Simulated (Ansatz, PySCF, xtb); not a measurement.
Reaction (SMILES): FB(F)Br [bromo(difluoro)borane] + 3 [H][H] (H2) → B (BH3) + Br (HBr) + 2 F (HF)
Each molecule is optimised on its own at B3LYP-D3(BJ)/def2-TZVP (Ansatz, a quantum-chemistry and plane-wave program). Frequencies are from Ansatz or PySCF.

Quantity: energy of full hydrogenation (enthalpy at 298 K, with B3LYP-D3(BJ) rigid-rotor harmonic-oscillator terms), in eV. Correlated levels leave the core frozen unless marked. Spin-orbit coupling is left out. Frozen are the shells of the preceding noble gas and the d and f shells that filled before the atom's block. No relativistic terms. Basis-set limits of correlation are two-point, X^-3; Hartree-Fock from the larger set.

| level | program | energy of full hydrogenation (eV) |
|---|---|---|
| GFN1-xTB | xtb | 3.38 |
| HF/cc-pVDZ | Ansatz | 3.06 |
| HF-D3(BJ)/def2-TZVPD | PySCF + dftd3 | 3.41 |
| revPBE-D3(BJ)/def2-TZVPD | Ansatz + dftd3 | 3.50 |
| PBE0-D4/def2-TZVP | Ansatz + dftd4 | 3.65 |
| PBE0/def2-TZVPD | Ansatz | 3.45 |
| r2SCAN0/def2-TZVPD | Ansatz | 3.66 |
| HSE06-D4/def2-TZVPD | Ansatz + dftd4 | 3.50 |
| LC-wPBE/def2-TZVPD | Ansatz | 3.41 |
| MP2/cc-pVQZ | Ansatz | 3.60 |
| RI-MP2/CBS(aug-cc-pVTZ,aug-cc-pVQZ) | Ansatz | 3.55 |
| CCSD/cc-pVDZ | Ansatz | 3.42 |
| CCSD/CBS(cc-pVTZ,cc-pVQZ) | Ansatz | 3.40 |
| CCSD(T)/6-31G* | Ansatz | 4.58 |
| CCSD(T)/CBS(cc-pVTZ,cc-pVQZ) | Ansatz | 3.49 |
